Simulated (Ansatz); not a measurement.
`CB(F)F` and `CCB(F)F` differ in one atom or group.

Ansatz, PBE0-D4/def2-TZVP geometries, multiplicity 1. Each molecule was computed in one conformer, which needn't be the lowest.

| property | `CB(F)F` |
| --- | --- |
| HOMO energy (PBE/def2-TZVPP) / eV | -8.60 |
| HOMO–LUMO gap (PBE0/def2-TZVPP) / eV | 10.64 |
| HOMO–LUMO gap (PBE/def2-TZVPP) / eV | 7.90 |
| HOMO–LUMO gap (B3LYP/def2-TZVPP) / eV | 10.10 |
| size of the dipole moment (PBE/def2-TZVPP) / D | 1.57 |
| size of the dipole moment (B3LYP/def2-TZVPP) / D | 1.66 |

Q: What does the change do to each property? (An estimate is asked.)

A: Ansatz gave: 
```tsv
property	`CCB(F)F`	shift
HOMO energy (PBE/def2-TZVPP) / eV	-7.91	0.69
HOMO–LUMO gap (PBE0/def2-TZVPP) / eV	9.82	-0.82
HOMO–LUMO gap (PBE/def2-TZVPP) / eV	7.23	-0.67
HOMO–LUMO gap (B3LYP/def2-TZVPP) / eV	9.32	-0.78
size of the dipole moment (PBE/def2-TZVPP) / D	1.59	0.02
size of the dipole moment (B3LYP/def2-TZVPP) / D	1.68	0.02
```

Dipoles are sizes alone; their direction can turn.

B3LYP here is the variant with VWN-RPA as its local correlation; programs differ in this.
